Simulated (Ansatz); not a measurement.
`OC(F)(Cl)Br` + H₂ → `OC(F)Cl` + HBr at 500 K and 1 bar (hydrogenolysis of a C–Br bond).

Gas-phase electronic energies from Ansatz, PBE0-D4/def2-TZVP geometries. CCSD(T)/CBS adds triple-zeta CCSD(T) − MP2 to the extrapolated MP2 energy (def2 sets, frozen cores). This one scheme is used for every species. For Br outer-core shells are correlated without core-valence functions, which leaves a few kJ/mol of doubt a bond. Scalar relativity is left out up to krypton. Each species was taken in one conformer, which may not be the lowest.

```tsv
species	CCSD(T)/CBS energy (Eh)	H − E (kJ/mol)	S (J/(mol·K))
`OC(F)(Cl)Br`	-3246.69884	100.2	373.5
H₂	-1.17544	41.0	145.5
`OC(F)Cl`	-673.99326	122.5	324.0
HBr	-2573.91920	30.5	213.7
```

H − E and S are ideal-gas, rigid-rotor, harmonic terms from PBE0-D4/def2-TZVP, for one conformer and one mirror image of each species. The MP2-based limit puts H₂ 0.8 mEh under its directly extrapolated value; such offsets cancel only in part. 1 Eh = 2625.50 kJ/mol, R = 8.31446 J/(mol·K).

Problem. By hand: ΔE, ΔH, ΔS and ΔG.

Solution. ΔE = (-673.99326) + (-2573.91920) − (-3246.69884) − (-1.17544) = -0.03818 Eh = -100.2 kJ/mol. Δ(H − E) = 122.5 + 30.5 − 100.2 − 41.0 = 11.8, so ΔH = -88.4 kJ/mol. ΔS = 324.0 + 213.7 − 373.5 − 145.5 = 18.7 J/(mol·K). ΔG = -88.4 − 500 × (18.7)/1000 = -97.8 kJ/mol.

Problem. By hand: the equilibrium constant, and the temperature at which ΔG would vanish if ΔH and ΔS stayed fixed.

Solution. log₁₀ K = −ΔG/(RT ln 10) = 10.2. ΔH and −TΔS have one sign here, so there is no such temperature.

ΔH outweighs TΔS. A doubt of 5 kJ/mol in ΔE shifts log₁₀ K by 0.5 here. Other conformers and mirror images would add mixing entropy, several J/(mol·K) or more a flexible species. These are equilibria of isolated gas molecules and say nothing of rates. Largest T1 diagnostic: 0.011 (customary marks: 0.02 for closed shells, 0.045 for open ones).
